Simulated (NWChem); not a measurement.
**Ionisation of C3H2F3**

```
C
C 1 1.3113
H 2 1.0888 1 138.22
H 1 1.1011 2 122.09 3 0.00
C 1 1.5011 4 114.14 2 180.00
F 5 1.3289 1 112.60 4 180.00
F 5 1.3372 6 107.93 1 122.35
F 5 1.3372 6 107.93 7 115.31
```
Charge 0, spin multiplicity 2.

Program: NWChem. Structure: optimised with UPBE0/def2-SVP, a minimum by its harmonic frequencies.

Basis set: def2-TZVP. The species with one electron less has spin multiplicity 1 and keeps the geometry of the parent. Δ marks differences of total energies (open shells unrestricted). −ε marks an orbital energy of the parent. That orbital need not have the symmetry of the hole or added electron in the Δ rows. That singlet is a closed-shell solution.

The correlated methods keep 6 core orbitals frozen. B3LYP has NWChem's definition, with VWN1-RPA local correlation. The structure started from a generated list of species. The unpaired electrons of the parent sit in orbitals of symmetry a' (Cs labels of the run); other states weren't searched. The stability of the SCF solutions was not checked.

Q: For the first vertical ionisation energy, ΔB3LYP gives 10.37 eV and ΔB2PLYP gives 10.30 eV. What do ΔLDA (SVWN5), −ε(alpha HOMO) of PBE, G0W0@PBE give?

A: ΔLDA (SVWN5): 10.14 eV; −ε(alpha HOMO) of PBE: 6.31 eV; G0W0@PBE: 9.54 eV.
